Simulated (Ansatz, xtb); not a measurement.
**Relative energy of two isomers of C4H6ClNO**

Structure a is `C/C(CCl)=N/C=O`, a singlet and structure b is `C/C(CCl)=N\C=O`, a singlet. Both are isolated molecules in the gas phase, relaxed with PBE0-D3(BJ)/def2-SVP; the shapes shown needn't be the lowest conformers.

a (Å):

```xyz
13

C    -2.1813   -0.3085   -0.2363
C    -1.0237    0.4864    0.2714
C     0.3545    0.0926   -0.2061
C    -0.2454    2.1942    1.7082
Cl    0.4320   -0.0425   -1.9856
N    -1.2210    1.4384    1.0922
O     0.6101    1.7663    2.4422
H    -3.0989   -0.0009    0.2782
H    -2.0050   -1.3850   -0.0824
H    -2.2940   -0.1591   -1.3208
H     0.6095   -0.8945    0.2082
H     1.1208    0.8058    0.1176
H    -0.3838    3.2858    1.5203
```

b (Å):

```yaml
atoms:
  - { symbol: C, position_ang: [-1.1760, 0.4198, -0.7863] }
  - { symbol: C, position_ang: [-2.0164, -0.2020, 0.2859] }
  - { symbol: C, position_ang: [-2.5267, 0.6923, 1.3842] }
  - { symbol: C, position_ang: [-1.8706, -2.4400, -0.4622] }
  - { symbol: Cl, position_ang: [-3.3240, 2.1581, 0.7468] }
  - { symbol: N, position_ang: [-2.3315, -1.4303, 0.3596] }
  - { symbol: O, position_ang: [-0.7445, -2.8648, -0.4795] }
  - { symbol: H, position_ang: [-1.8087, 1.0605, -1.4198] }
  - { symbol: H, position_ang: [-0.4158, 1.0779, -0.3382] }
  - { symbol: H, position_ang: [-0.6757, -0.3381, -1.4007] }
  - { symbol: H, position_ang: [-3.2462, 0.1409, 2.0001] }
  - { symbol: H, position_ang: [-1.6862, 1.0276, 2.0111] }
  - { symbol: H, position_ang: [-2.6959, -2.8957, -1.0623] }
```

**Question.** Which of the two would you expect CCSD(T)/def2-SVP + ΔMP2/def2-TZVPP electronic energies to favour?

**Answer.** CCSD(T)/def2-SVP + ΔMP2/def2-TZVPP gives E(b) − E(a) = −0.52 kcal/mol, slightly favouring structure b, which is too small a margin to settle the true order.

The same difference at several levels:

```tsv
level	geometry	E(b) − E(a) (kcal/mol)	departure from the last row (kcal/mol)	job, with rough time for the two
PBE0-D3(BJ)/def2-SVP	PBE0-D3(BJ)/def2-SVP	−0.53	−0.01	optimisation, 7.5 min
HF/def2-SVP	PBE0-D3(BJ)/def2-SVP	−0.99	−0.47	part of the CCSD(T) run
MP2/def2-SVP	PBE0-D3(BJ)/def2-SVP	−0.78	−0.25	part of the CCSD(T) run
CCSD(T)/def2-SVP	PBE0-D3(BJ)/def2-SVP	−0.75	−0.23	single point
CCSD(T)/def2-SVP + ΔMP2/def2-TZVPP	PBE0-D3(BJ)/def2-SVP	−0.52		single point, 2.9 min
```

As drawn, both hold the same kinds of bond in the same numbers.

The largest departure from CCSD(T)/def2-SVP + ΔMP2/def2-TZVPP is that of HF/def2-SVP, 0.47 kcal/mol. Levels run at GFN2-xTB geometries aren't shown. The last row adds to CCSD(T) the change of the MP2 difference between the two basis sets, here +0.23 kcal/mol.

With thermal terms from frequencies at re-optimised GFN2-xTB minima (ideal gas, soft modes damped towards free rotors, one conformer each, 298.15 K, 1 atm): on the last row, ΔE + ΔZPE = −0.61, ΔH = −0.58, ΔG = −0.68 kcal/mol.

The correlated steps freeze 11 core orbitals. Programs: Ansatz 0.2.0, xtb 6.7.1; the last row on 2 threads of Intel(R) Xeon(R) Processor @ 2.50GHz (Skylake/Cascade Lake) on a shared host.
